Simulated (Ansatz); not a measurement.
`[GeH3][SiH2][GeH3]` and `[SiH3][SiH2][GeH3]` differ in one atom or group.

Ansatz, PBE0-D4/def2-TZVP geometries, multiplicity 1. 

Scalar relativity is left out up to krypton.

```
                                          property  `[GeH3][SiH2][GeH3]`
                 HOMO energy (PBE/def2-TZVPP) / eV                 -6.90
               HOMO–LUMO gap (PBE/def2-TZVPP) / eV                  5.99
                LUMO energy (PBE0/def2-TZVPP) / eV                 -0.10
size of the dipole moment (ωB97M-V/def2-TZVPP) / D                  0.17
  size of the dipole moment (B3LYP/def2-TZVPP) / D                  0.19
    size of the dipole moment (PBE/def2-TZVPP) / D                  0.12
```

Problem. Give the same properties after the change, and the shifts. (Estimate.)

Solution. Computed: 
```
                                          property  `[SiH3][SiH2][GeH3]`  shift
                 HOMO energy (PBE/def2-TZVPP) / eV                 -6.93  -0.03
               HOMO–LUMO gap (PBE/def2-TZVPP) / eV                  5.92  -0.07
                LUMO energy (PBE0/def2-TZVPP) / eV                 -0.20  -0.10
size of the dipole moment (ωB97M-V/def2-TZVPP) / D                  0.17   0.00
  size of the dipole moment (B3LYP/def2-TZVPP) / D                  0.18  -0.01
    size of the dipole moment (PBE/def2-TZVPP) / D                  0.11  -0.01
```

Dipoles are sizes alone; their direction can turn.

B3LYP here is the variant with VWN-RPA as its local correlation; programs differ in this.
